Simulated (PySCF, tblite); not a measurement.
Isomers of [C6H7FO]- (charge -1 and doublet state), one GFN2-xTB conformer each. Single-point energies are computed at B3LYP/pcH-1 (PySCF, gas phase, no added dispersion term), electronic only. GFN2-xTB treats the open shell by occupation alone, and not every SCF solution was tested for stability.

Task: Rank them by B3LYP/pcH-1 energy, lowest first (kJ/mol).
A. `[CH3:1][C@@H:2]([F:3])/[CH:4]=[CH:5]/[CH:6]=[C:7]/[O-:8]` (charge -1 and doublet state) with C1–C2–C4–C5 135°, C4–C5–C6–C7 178°
B. `[O-:1][C:2]1[CH:3]=[CH:4][CH2:5][C@@H:6]([F:7])[CH2:8]1` (charge -1 and doublet state) with O1–C2–C3–C4 -179°, C3–C4–C5–C6 26°, C4–C5–C6–F7 -177°, C5–C6–C8–C2 59°

Result: B (0.0), A (43.8).

GFN2-xTB itself gives, in the same order: 0.0, 157.3. Both levels put the same isomer lowest.

Task: What happens when harmonic zero-point energies from GFN2-xTB frequencies are added?

Result: 
```csv
SMILES,ZPE (kJ/mol),electronic (kJ/mol),with ZPE (kJ/mol)
[O-][C]1C=CC[C@@H](F)C1,296.3,0.0,0.0
C[C@@H](F)/C=C/C=[C]/[O-],286.9,43.8,34.5
```

The zero-point energies span 9.4 kJ/mol. The order is unchanged.
